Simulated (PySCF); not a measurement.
In(H)(NH2)2 (H5InN2), SMILES [NH2][InH][NH2].

Geometry optimised at PBE0-D3(BJ)/def2-SVP. The def2 effective core potentials stand for the cores of In; spin–orbit coupling is left out. The values are those of a single conformer.

These are PBE0-D3(BJ)/def2-SVP (PySCF) values and carry that method's errors.

Frequencies are harmonic and unscaled.

```
mode  ν (cm⁻¹)  IR (km/mol)  Raman (Å⁴/amu)  depolarisation  moving atoms (share of kinetic energy)
----  --------  -----------  --------------  --------------  --------------------------------------
1          134          4.3             3.2            0.75                 N 62 %, H 25 %, In 13 %
2          227         31.1             0.0               –                          H 80 %, N 20 %
3          263         10.7             0.1            0.75                                  H 97 %
4          273        192.6             5.4            0.01                          H 71 %, N 25 %
5          309        135.4             1.9            0.04                                  H 92 %
6          438        107.9             6.6            0.75                                  H 93 %
7          447         17.8             4.1            0.50                                  H 97 %
8          608         26.6            22.7            0.12                          N 76 %, H 17 %
9          618         44.3            11.4            0.75                 N 66 %, H 20 %, In 14 %
10         707         42.1             2.3            0.75                          H 88 %, N 12 %
11         755         72.7             0.2            0.36                          H 85 %, N 14 %
12        1515         11.2             7.1            0.75                          H 90 %, N 10 %
13        1528          9.5             3.5            0.73                           H 91 %, N 9 %
14        1842        142.2           151.5            0.22                                  H 99 %
15        3598         19.0            12.8            0.75                                  H 96 %
16        3599          5.3           348.1            0.10                                  H 96 %
17        3707         23.5           164.3            0.75                           H 91 %, N 9 %
18        3707         11.8            40.8            0.75                           H 91 %, N 9 %
```
